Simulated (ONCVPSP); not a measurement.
# nitrogen: ONCV pseudisation with PBE, non-relativistic reference atom.

nitrogen, optimised norm-conserving Vanderbilt (ONCV), made with ONCVPSP 4.0.1 (PBE, non-relativistic). Core [He], reference 2s2 2p1 (charge +2). Waves: 2s: rc 1.00 bohr, ncon 3, nbas 6, qcut 6.2 1/bohr, 2 projectors, debl 3.5 Ha; 2p: rc 2.25 bohr, ncon 5, nbas 9, qcut 5.9 1/bohr, 3 projectors, debl 1.4 Ha. Local part: polynomial inside 1.00 bohr (lpopt 5, dvloc0 3 Ha). Core correction: Teter function, fcfact 3, rcfact 1.15.

In the p channel the program set the typed energies aside and used -1.379, 0.050, 1.450 Ha.

Calculated quality:

* Cutoffs needed: 49 Ha and 98 Ha (the cutoffs (Ha) at which the residual kinetic energy of the hardest occupied pseudo-wave falls to 1 and 0.1 mHa per electron)
* Ghost test: no bound ghost flagged; no localised positive-energy state flagged
* Largest excitation error: +789 meV (all-electron minus pseudo) for 2s2 2p3, out of 4 test configurations
* rms error of d²Exc/dni dnj: 3.98 mHa without and 4.67 mHa with the model core

Generation and tests took about 4.1 s on one core of a shared server CPU.
